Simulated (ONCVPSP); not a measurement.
## Before and after: ONCV potential for Ir (Z = 77)

ONCVPSP 4.0.1 input, shortened (lines: element, Z, core and valence counts, functional; n l f; lmax; l rc ep ncon nbas qcut; lloc lpopt rc5 dvloc0; l nproj debl; icmod fcfact rcfact), LDA (Perdew-Wang 92), fully relativistic:

```
  Ir 77.00   12    1  -001012      upf
    1    0    2.00
    2    0    2.00
    2    1    6.00
    3    0    2.00
    3    1    6.00
    3    2   10.00
    4    0    2.00
    4    1    6.00
    4    2   10.00
    4    3   14.00
    5    0    2.00
    5    1    6.00
    5    2    6.00
    2
    0    2.25    0.10    5    8    2.20
    1    2.20    0.23    3    6    4.30
    2    2.25    0.00    3    7    7.70
    4    5    1.50    3.00
    0    2    2.30
    1    2    0.30
    2    2    0.50
    1    0.35    0.00
```

Open shells are filled in proportion to 2j + 1.

In the s channel the program set the typed energies aside and used 0.050, 2.350 Ha. In the p channel the program set the typed energies aside and used 0.050, 0.350 Ha (j = l + 1/2; the other j can differ). In the d channel the program set the typed energies aside and used -1.345, 0.250 Ha (j = l + 1/2; the other j can differ).

All-electron outer shells of the reference configuration (LDA (PZ), scalar-relativistic, ld1.x):

```json
{"shell": "5d", "level (eV)": "-37.19", "outermost node (bohr)": "0.59", "outermost maximum (bohr)": "1.28"}
```

Change: p: qcut 4.

Cutoffs: the cutoffs (Ha) at which the residual kinetic energy of the hardest occupied pseudo-wave falls to 1 and 0.1 mHa per electron; they do not see the model core or the augmentation charge, which bear on the density cutoff. Errors are all-electron minus pseudo energies relative to the spin-unpolarised reference configuration.

Q: Predict the effect on cutoff, ghosts and configuration errors.

A: The potential gets neither clearly harder nor softer (18 Ha and 21 Ha → 18 Ha and 21 Ha); both files keep a bound ghost (p); the errors of the 4 common tests hardly move; the range in which the p1/2 phases agree narrows (upper end 3.2 → 0.9).

| quantity | base | changed |
| --- | --- | --- |
| cutoff, loose | 18 Ha | 18 Ha |
| cutoff, tight | 21 Ha | 21 Ha |
| bound ghosts | p3/2, p1/2 | p3/2 |
| GHOST(+) flags under 300 eV | s at 15.5 eV | s at 15.5 eV, p1/2 at 27.6 eV |
| error for 5d7 6s2, meV [ΔE -58.87 eV] | +283 | +283 |
| error for 5d7 6s1, meV [ΔE -48.69 eV] | +131 | +131 |
| error for 5d7, meV [ΔE -30.84 eV] | -62 | -62 |
| error for 5d8, meV [ΔE -49.86 eV] | -179 | -179 |
| s: phases at 2.29 bohr within 0.05 rad from the reference energy up to (Ha; the scan ends near 5) | 0.6 | 0.6 |
| p3/2: phases at 2.23 bohr within 0.05 rad from the reference energy up to (Ha; the scan ends near 5) | 2.8 | 2.7 |
| p1/2: phases at 2.23 bohr within 0.05 rad from the reference energy up to (Ha; the scan ends near 5) | 3.2 | 0.9 |
| d5/2: phases at 2.29 bohr within 0.05 rad from the reference energy up to (Ha; the scan ends near 5) | to the end of the scan | to the end of the scan |
| d3/2: phases at 2.29 bohr within 0.05 rad from the reference energy up to (Ha; the scan ends near 5) | to the end of the scan | to the end of the scan |
| rms error of d²Exc/dni dnj with the model core, mHa | 6.78 | 6.78 |

 A true bound ghost makes a file unfit for plane-wave use even where its test errors are small: the radial tests pick states by their node count and pass the ghost by.
